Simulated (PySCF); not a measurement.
## Working with the constants of BeIn⁻

M06-2X constants of BeIn⁻, ³Σ⁻ (triplet), unpaired electrons π ↑↑ (Be def2-SVPD, In def2-SVPD with ECP28; scalar-relativistic core potentials (PySCF 2.14); masses 9.0122 and 114.9039 u):

| Property | Result |
| --- | --- |
| ωe | 329.5 cm⁻¹ |
| ωexe | 4.13 cm⁻¹ |
| Be | 0.31879 cm⁻¹ |
| αe | 0.00437 cm⁻¹ |

Question: What force constant and bond length do these constants imply?

Answer: Reduced mass μred = 8.3567 u; k = 5.8918×10⁻⁷·μred·ωe² (u, cm⁻¹, mdyn/Å) = 0.535 mdyn/Å; Re = √(16.8576/(μred·Be)) (u, cm⁻¹, Å) = 2.516 Å.

Question: Estimate the centrifugal constant D from the Kratzer relation and find the Dunham coefficient a1.

Answer: D = 4Be³/ωe² = 1.19e-06 cm⁻¹; a1 = −1 − αeωe/(6Be²) = -3.36.

Spin–orbit coupling is left out, which matters for elements this heavy, above all for dissociation energies. The state is the lowest determinant that a PBE0 search found; another state may lie lower at other levels.
